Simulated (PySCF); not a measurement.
# Stationary points of SeH₆

These are results of PBE0/[Se def2-TZVP, H def2-TZVP], no relativity, density fitting, PySCF, not measurements.

Relaxations began from a few typed shapes. The search is not exhaustive: other isomers or separated fragments can lie lower, and high-lying points may rest on an excited occupation.

**Question.** Which is the lowest minimum found?
A. singlet D3h: Se–H 1.582 Å (×6); H–Se–H 80.9° (×6), H–Se–H 83.0° (×3), H–Se–H 136.0° (×6)
B. singlet Oh: Se–H 1.557 Å (×6); H–Se–H 90.0° (×12), H–Se–H 180.0° (×3)

**Answer.** B. The others lie at 216.2 (singlet D3h, a saddle point) kJ/mol above it.

Counting electrons, selenium keeps none of its valence electrons outside its bonds, so the VSEPR class is AX6 and the expected shape is octahedral (Oh), as computed.
